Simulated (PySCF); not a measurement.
Species: AsH5Si.
Geometry (PBE0-D3(BJ)/def2-SVP, Å), atoms numbered from 1 in this order:
```xyz
7
AsH5Si angstrom
Si    -0.839    0.094   -0.077
As     1.449   -0.008   -0.693
H     -1.595   -0.891   -0.908
H     -1.347    1.466   -0.381
H     -1.077   -0.202    1.368
H      1.638   -1.339    0.029
H      1.871    0.787    0.539
```

Jobs on this species (7 atoms, 52 electrons) with PySCF (density fitting). Hardware of each: Arm Neoverse V1, one thread, no GPU, on a shared host. Times come from a shared host and carry two figures at best. Peak memory is the resident size of the whole Python process, interpreter and libraries included.

Question: Rank these jobs by wall time, shortest first.
A. LDA/def2-SVPD; 10 singlets by full TDDFT, 4 Tamm–Dancoff triplets, polarisability, ΔSCF ions; 102 basis functions
B. PBE0/def2-TZVP; 10 singlets by full TDDFT, 4 Tamm–Dancoff triplets, polarisability; 115 basis functions
C. PBE0/6-31G*; 10 singlets by full TDDFT, 4 Tamm–Dancoff triplets, polarisability; 60 basis functions

Answer: C (2.8 s), B (5.8 s), A (13 s).

All jobs:

| level and settings | work | basis functions | SCF cycles | wall time | peak memory |
| --- | --- | --- | --- | --- | --- |
| HF/def2-SVPD | 10 singlets by TDHF, 4 Tamm–Dancoff triplets, polarisability, ΔSCF ions | 102 | 9 | 2.5 s | 0.36 GiB |
| PBE0/6-31G* | 10 singlets by full TDDFT, 4 Tamm–Dancoff triplets, polarisability | 60 | 9 | 2.8 s | 0.43 GiB |
| delta-SCF UKS SCAN, pcX-2 on the ionised atom, pcseg-1 elsewhere, spin-free X2C | ΔSCF core ionisation, 2 holes | 112 | 23 | 3.8 s | 0.31 GiB |
| PBE0/def2-TZVP | 10 singlets by full TDDFT, 4 Tamm–Dancoff triplets, polarisability | 115 | 10 | 5.8 s | 0.45 GiB |
| PBE0/def2-TZVPD | 10 singlets by full TDDFT, 4 Tamm–Dancoff triplets, polarisability | 142 | 10 | 8.0 s | 0.57 GiB |
| PBE0/def2-SVPD | 10 singlets by full TDDFT, 4 Tamm–Dancoff triplets, polarisability, ΔSCF ions | 102 | 10 | 8.3 s | 0.42 GiB |
| BHandHLYP/def2-SVPD | 10 singlets by full TDDFT, 4 Tamm–Dancoff triplets, polarisability, ΔSCF ions | 102 | 9 | 8.3 s | 0.42 GiB |
| CAM-B3LYP/def2-SVPD | 10 singlets by full TDDFT, 4 Tamm–Dancoff triplets, polarisability, ΔSCF ions | 102 | 10 | 10 s | 0.43 GiB |
| LDA/def2-SVPD | 10 singlets by full TDDFT, 4 Tamm–Dancoff triplets, polarisability, ΔSCF ions | 102 | 11 | 13 s | 0.32 GiB |

What do all jobs in the table cost together?

About 62 s; the longest takes about 21 % of that, and about 5.2 times as long as the shortest.
